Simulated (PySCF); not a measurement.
## Exercise with solution: chemical shift, span and skew from a shielding tensor

B(OH)2(OSiH3) (BH5O3Si), SMILES OB(O)O[SiH3]. Atoms are numbered in the order given.

```xyz
10

B      0.0448    -0.9627     0.0000
O      0.8500    -2.0677     0.0000
H      0.3900    -2.9130     0.0000
O     -1.3304    -0.9933     0.0000
H     -1.7371    -1.8657     0.0000
O      0.6521     0.2560     0.0000
Si     0.0148     1.8016     0.0000
H     -0.8132     2.0348    -1.2171
H     -0.8132     2.0348     1.2171
H      1.1679     2.7399     0.0000
```
Charge 0, spin multiplicity 1.

The structure is a stationary point at B3LYP-D3(BJ)/def2-SVP. Other conformers were not sampled.

GIAO shieldings from PBE/pcSseg-1 in PySCF, non-relativistic, no solvent. The symmetric part of the tensor of Si7 has the principal values 323.7, 336.8, 454.9 ppm. The same nucleus in TMS has σ = 335.4 ppm at this level (PySCF, at its B3LYP-D3(BJ)/def2-TZVP geometry).

Problem. Work out the isotropic shielding, the ²⁹Si shift against TMS, the span and the skew.

Solution. 
σ(iso) = (σ11 + σ22 + σ33)/3 = 371.8 ppm. δ = σ(ref) − σ(iso) = 335.4 − (371.8) = -36.4 ppm.
Span Ω = σ33 − σ11 = 131.2 ppm. Skew κ = 3(σ(iso) − σ22)/Ω = 0.80. Tumbling in solution averages the tensor to δ; in a static solid the shielding alone would spread this spin-1/2 line over Ω.
